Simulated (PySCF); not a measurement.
Electron correlation in Tb²⁺ (terbium, charge +2)

[Xe] 4f8 5d1, one real determinant (an excited configuration). All numbers are calculated (PySCF 2.14, scalar relativity by spin-free X2C-1e, in cc-pVDZ-X2C (8s7p5d3f1g, 84 functions)). Frozen: [Kr] 4d10; 17 electrons correlated.

```json
{"level": "CCSD", "correlation energy (mhartree)": "-453.76"}
{"level": "(T)", "correlation energy (mhartree)": "-12.07"}
{"level": "CCSD(T)", "correlation energy (mhartree)": "-465.83"}
```

Diagnostics: T1 = 0.0091, D1 = 0.0238, largest double amplitude 0.043.

The real determinant used has ⟨L²⟩ near 18 against 30 for a pure H term, so it mixes terms. Spin-orbit coupling, absent here, splits the open shell strongly.

Cost of the coupled-cluster step: about 30 core-seconds, for 17 correlated electrons.

Iterations:

```
CC2 = 0
CCSD nocc = (np.int64(12), np.int64(5)), nmo = (61, 61)
frozen orbitals [[0, 1, 2, 3, 4, 5, 6, 7, 8, 9, 10, 11, 12, 13, 14, 15, 16, 17, 18, 19, 20, 21, 22], [0, 1, 2, 3, 4, 5, 6, 7, 8, 9, 10, 11, 12, 13, 14, 15, 16, 17, 18, 19, 20, 21, 22]]
max_cycle = 100
direct = 0
conv_tol = 1e-08
conv_tol_normt = 1e-06
diis_space = 8
diis_start_cycle = 0
Init t2, MP2 energy = -0.47267481129454
Init E_corr(UCCSD) = -0.472674811294552
cycle = 1  E_corr(UCCSD) = -0.438914300476905  dE = 0.0337605108  norm(t1,t2) = 0.0664651
cycle = 2  E_corr(UCCSD) = -0.453513697022712  dE = -0.0145993965  norm(t1,t2) = 0.019876
cycle = 3  E_corr(UCCSD) = -0.452437585886392  dE = 0.00107611114  norm(t1,t2) = 0.0103053
cycle = 4  E_corr(UCCSD) = -0.453302674490869  dE = -0.000865088604  norm(t1,t2) = 0.00550837
cycle = 5  E_corr(UCCSD) = -0.453689770597179  dE = -0.000387096106  norm(t1,t2) = 0.00407683
cycle = 6  E_corr(UCCSD) = -0.453576572278105  dE = 0.000113198319  norm(t1,t2) = 0.00323554
cycle = 7  E_corr(UCCSD) = -0.453686363486633  dE = -0.000109791209  norm(t1,t2) = 0.00171686
cycle = 8  E_corr(UCCSD) = -0.453776629170976  dE = -9.02656843e-05  norm(t1,t2) = 0.000650179
cycle = 9  E_corr(UCCSD) = -0.453761288608554  dE = 1.53405624e-05  norm(t1,t2) = 0.000337407
cycle = 10  E_corr(UCCSD) = -0.453749295038327  dE = 1.19935702e-05  norm(t1,t2) = 0.000201788
cycle = 11  E_corr(UCCSD) = -0.453760369201063  dE = -1.10741627e-05  norm(t1,t2) = 0.000160109
cycle = 12  E_corr(UCCSD) = -0.453755616026019  dE = 4.75317504e-06  norm(t1,t2) = 0.000123382
cycle = 13  E_corr(UCCSD) = -0.453756342421369  dE = -7.26395351e-07  norm(t1,t2) = 7.79602e-05
cycle = 14  E_corr(UCCSD) = -0.45375846338532  dE = -2.12096395e-06  norm(t1,t2) = 3.61656e-05
cycle = 15  E_corr(UCCSD) = -0.453757477259285  dE = 9.86126035e-07  norm(t1,t2) = 1.52232e-05
cycle = 16  E_corr(UCCSD) = -0.453757700716591  dE = -2.23457307e-07  norm(t1,t2) = 7.79076e-06
cycle = 17  E_corr(UCCSD) = -0.453757877978464  dE = -1.77261873e-07  norm(t1,t2) = 4.99903e-06
cycle = 18  E_corr(UCCSD) = -0.453757991073196  dE = -1.13094732e-07  norm(t1,t2) = 3.61623e-06
cycle = 19  E_corr(UCCSD) = -0.453758148233704  dE = -1.57160508e-07  norm(t1,t2) = 2.2995e-06
cycle = 20  E_corr(UCCSD) = -0.453758185498131  dE = -3.72644272e-08  norm(t1,t2) = 1.27875e-06
cycle = 21  E_corr(UCCSD) = -0.453758224340629  dE = -3.88424974e-08  norm(t1,t2) = 6.54812e-07
cycle = 22  E_corr(UCCSD) = -0.453758237585434  dE = -1.32448057e-08  norm(t1,t2) = 3.82791e-07
cycle = 23  E_corr(UCCSD) = -0.453758237039115  dE = 5.4631949e-10  norm(t1,t2) = 2.69542e-07
UCCSD converged
E(UCCSD) = -11704.06028912516  E_corr = -0.4537582370391148
UCCSD(T) correction = -0.0120745176049804
```

The reference is one real determinant that mixes LS terms of this configuration.
